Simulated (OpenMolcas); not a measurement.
# I+: effect of the basis set

```yaml
Program: OpenMolcas
Method: CASSCF
Active_space: 6 electrons in 4 orbitals (5s 5p)
State_averaging: 2S+1 = 3 even, 3 roots; 2S+1 = 1 even, 6 roots; 2S+1 = 3 odd, 3 roots; 2S+1 = 1 odd, 3 roots
Spin-orbit_coupling: RASSI with atomic mean-field integrals over the reference wave functions, term energies averaged over their components
```

A. ANO-RCC-VDZP [6s5p3d1f], DKH2, point nucleus; cost about 9 core-seconds
B. ANO-R1 [6s5p3d1f], X2C, finite nucleus; cost roughly 8 core-seconds
C. ANO-RCC-VTZP [7s6p4d2f1g], DKH2, point nucleus; cost of the order of 11 core-seconds
D. ANO-R2 [7s6p4d2f1g], X2C, finite nucleus; cost about 9 core-seconds
E. ANO-RCC-VQZP [8s7p5d3f2g], DKH2, point nucleus; cost about 10 core-seconds
F. ANO-R3 [8s7p5d4f3g2h], X2C, finite nucleus; cost of the order of 60 core-seconds

Energies in cm⁻¹ above 5s² 5p⁴ ³P₂, the measured ground level; measured values from NIST Handbook of Basic Atomic Spectroscopic Data.

```json
{"Level": "5s² 5p⁴ ³P₂", "A": "0.0", "B": "0.0", "C": "0.0", "D": "0.0", "E": "0.0", "F": "0.0", "Measured": "0.0"}
{"Level": "5s² 5p⁴ ³P₀", "A": "6187", "B": "6072", "C": "5981", "D": "5975", "E": "6007", "F": "6015", "Measured": "6448"}
{"Level": "5s² 5p⁴ ³P₁", "A": "6598", "B": "6344", "C": "6182", "D": "6180", "E": "6232", "F": "6236", "Measured": "7087"}
{"Level": "5s² 5p⁴ ¹D₂", "A": "15635", "B": "15501", "C": "15456", "D": "15451", "E": "15497", "F": "15506", "Measured": "13727"}
{"Level": "5s² 5p⁴ ¹S₀", "A": "28057", "B": "27851", "C": "27779", "D": "27774", "E": "27851", "F": "27868", "Measured": "29501"}
{"Level": "5s 5p⁵ ³P°₂", "A": "98243", "B": "98351", "C": "98115", "D": "98310", "E": "98151", "F": "98307", "Measured": "81908"}
{"Level": "5s 5p⁵ ³P°₁", "A": "103357", "B": "103320", "C": "102990", "D": "103180", "E": "103045", "F": "103203", "Measured": "84222"}
{"Level": "5s 5p⁵ ³P°₀", "A": "106517", "B": "106365", "C": "105969", "D": "106158", "E": "106043", "F": "106201", "Measured": "90405"}
{"Level": "5s 5p⁵ ¹P°₁", "A": "141484", "B": "141780", "C": "141420", "D": "141604", "E": "141449", "F": "141633", "Measured": ""}
```

Deviations, from unrounded energies. A percentage is the sum of absolute deviations over the sum of measured energies, with the sign that they share, or ± where signs differ.

| Against measurement | Levels | A | B | C | D | E | F |
| --- | --- | --- | --- | --- | --- | --- | --- |
| mean absolute deviation (cm-1) | 7 | 8000 | 8000 | 7900 | 8000 | 7900 | 8000 |
| fine structure of the ground term (%) | 2 | -5.5 | -8.3 | -10.1 | -10.2 | -9.6 | -9.5 |
| other terms of the ground configuration (%) | 2 | ±7.8 | ±7.9 | ±8.0 | ±8.0 | ±7.9 | ±7.9 |
| other configurations (%) | 3 | +20.1 | +20.1 | +19.7 | +19.9 | +19.8 | +19.9 |

A, B, C, D, E, F lie about equally close to measurement. The largest miss of C in the table is 5s 5p⁵ ³P°₁, by +19000 cm-1. The ranking rests on the paired levels alone, and a cruder setting can come out closer through cancelling errors.

Among A to F the level of the table that moves most is 5s 5p⁵ ³P°₀, by 550 cm-1 (lowest in C, highest in A).

Terms of s pⁿ other than that of highest spin mix with s² pⁿ⁻² d, which this space lacks; all of them can be thousands of cm-1 off, and some have no real level of that name. Computed and measured levels are paired by configuration, term and J; levels that our copy of the source lacks, or whose pairing is in doubt (as where it misses far off the trend of its configuration), stay unpaired and out of the deviations. Only configurations of the active space appear.

° marks odd parity.
